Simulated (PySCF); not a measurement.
**Working out the ionisation energy of Zn¹⁵⁺**

Zn¹⁵⁺ [Ne] 3s2 3p3 (4S) → Zn¹⁶⁺ [Ne] 3s2 3p2 (3P). Computed with PySCF 2.14 in an uncontracted even-tempered set (19 s from 1.2 bohr⁻², ratio 2.5; 12 p from 1.6 bohr⁻², ratio 2.5; 5 d from 7.8 bohr⁻², ratio 2.7; 4 f from 12 bohr⁻², ratio 2.7), with the spin-free X2C one-electron Hamiltonian (Gaussian nucleus). Frozen: 1s2; the 22 highest virtual orbitals dropped. Energies in hartree (1 hartree = 27.21139 eV):

| part | Zn¹⁵⁺ (lower) | Zn¹⁶⁺ (upper) |
| --- | --- | --- |
| UHF | -1684.256775 | -1664.515975 |
| CCSD correlation | -0.487978 | -0.473625 |
| (T) | -0.002166 | -0.002281 |

Task: What does Hartree-Fock give?

Result: (-1664.515975) − (-1684.256775) = 19.740800 hartree = 537.175 eV.

Task: What do CCSD and CCSD(T) give?

Result: The CCSD correlation energies differ by 0.014353 hartree = 0.391 eV and the triples by -0.000115 hartree = -0.003 eV, so CCSD gives 537.566 eV and CCSD(T) 537.563 eV.

A first-order spin-orbit estimate adds -3.047 eV to CCSD(T) (outer shells), giving 534.516 eV against 540 ± 1 eV (semi-empirical (NIST evaluation); NIST Atomic Spectra Database, ionization energies).

What remains against the reference includes basis incompleteness, the frozen core and higher excitations.
